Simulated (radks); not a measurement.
The numbers below are computed, except where a source is named.
Problem. Excited configurations of Os III: one electron is placed in a higher orbital outside [Xe] 4f14 5d5. The ground configuration is [Xe] 4f14 5d6. Level of theory: scalar-relativistic Kohn-Sham, r2SCAN, spin-polarised, spherical densities, finite nucleus; open shells are filled with parallel spins first (spin-orbit coupling, left out, can overturn this in heavy ions); meta-GGA in the generalised Kohn-Sham scheme; Fermi nuclear charge, rms radius 5.4126 fm (a radial shooting solver on a logarithmic mesh with Libxc functionals). Excitation = E - E(ground); binding = E(ion) - E, where the ion is the core of charge +3; n* = 3/sqrt(2 binding) in atomic units, and the quantum defect is n - n*.

outer orbital  excitation (eV)  binding (eV)     n*  quantum defect  eigenvalue (eV)  <r> (bohr)
5f                      17.874         8.174  3.870           1.130           -6.367       5.246
6s                      -1.179        27.227  2.121           3.879          -23.474       2.502
6p                       7.134        18.914  2.544           3.456          -15.921       3.133
6d                      15.082        10.966  3.342           2.658           -9.043       4.784
6f                      20.598         5.450  4.740           1.260           -4.476       9.255
7p                      16.451         9.597  3.572           3.428           -8.280       6.307
7d                      19.540         6.508  4.338           2.662           -5.519       8.677
7f                      22.233         3.815  5.665           1.335           -3.218       14.31

Estimate the row for 7s.

Solution. excitation (eV) 13.954; binding (eV) 12.094; n* 3.182; quantum defect 3.818; eigenvalue (eV) -10.494; <r> (bohr) 5.271. The Delta-SCF ionisation energy is 26.048 eV (NIST Atomic Spectra Database: 25 eV, theoretical). Self-interaction in the functional shifts the binding energies and quantum defects, so they are the method's values and not measured ones. Open shells are spherical and high-spin; term and fine-structure splittings are not resolved. Spin-orbit splitting is averaged out at the scalar-relativistic level. A negative excitation energy means that this level of theory puts the configuration below the NIST ground configuration.
